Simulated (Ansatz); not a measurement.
System: ZrH3 (charge 0, doublet). The spin state was set by rule; other spins were not relaxed. SMILES: [ZrH3]
Geometry: optimised at B3LYP-D3(BJ)/def2-TZVP (Ansatz, a first-principles code).

Parts of the frozen-core correlation energy in def2-SVP (Ansatz, hartree). Frozen orbitals: 4; correlated occupied orbitals by spin: 4 and 3; virtual: 38 and 39. UHF or UKS for open shells. Spin-orbit coupling is left out. Past Kr the def2 sets carry scalar-relativistic core potentials.

```tsv
term	value
reference (HF)	-48.17837
MP2 opposite-spin	[?]
MP2 same-spin	-0.00855
CCSD correlation	[?]
(T)	[?]
CCSDT minus CCSD(T)	-0.00068
CCSDT(Q) minus CCSD(T)	-0.00071
T1 diagnostic	0.023
largest doubles amplitude	0.027
<S^2> of the reference	0.756
```

Problem. Complete the blanks.

Solution. 
- MP2 opposite-spin, value: -0.07595
- CCSD correlation, value: -0.10945
- (T), value: -0.00205
